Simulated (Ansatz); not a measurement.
Gas-phase electronic energies from Ansatz, PBE0-D4/def2-TZVP geometries. CCSD(T)/CBS is the MP2 limit (def2-TZVPP, def2-QZVPP) plus CCSD(T) − MP2 in def2-TZVPP, frozen cores. DFT in def2-TZVPP. Elements past krypton have def2 core potentials. For Br, Ga, Zr outer-core shells are correlated without core-valence functions, which leaves a few kJ/mol of doubt a bond. Scalar relativity is left out up to krypton. One conformer a species, not always the lowest.

Consider the redistribution: `[OH][Ga]([F])[Br]` + `[F][Zr]([F])([F])[Br]` → `[OH][Ga]([F])[F]` + `[F][Zr]([F])([Br])[Br]`.

| level | ΔE (eV) |
| --- | --- |
| PBE-D4 | 0.74 |
| B97M-V | 0.70 |
| B2PLYP | 0.67 |
| PBE-QIDH | 0.66 |
| PBE0 | 0.73 |
| MP2/def2-TZVPP | 0.57 |
| MP2/def2-QZVPP | 0.59 |
| HF/CBS(def2) | 0.66 |

(1) What does CCSD(T)/CBS give? (Estimate.)

(2) What do rigid-rotor, harmonic-oscillator terms from PBE0-D4/def2-TZVP frequencies (298.15 K, 1 bar) make of the CCSD(T)/CBS value? (Best estimate.)

Largest T1 diagnostic among the species: 0.016.

## Answers

(1) Computed: +0.66 eV. The listed levels differ from it by 0.08, 0.04, 0.01, 0.00, 0.07, -0.09, -0.07, 0.00 eV.

(2) Ansatz gave: ΔZPE = 0.00 eV, ΔH = +0.66 eV, ΔS = 4 J/(mol·K), ΔG = +0.64 eV.

At CCSD(T), def2-SVP lies +0.04 eV from the extrapolated value and def2-TZVPP −0.04 eV. Leaving LDA and LC-ωPBE aside and taking each functional with its dispersion term where it has one, the values, not all of them listed here, spread over 0.09 eV, from PBE-QIDH to revPBE-D4.
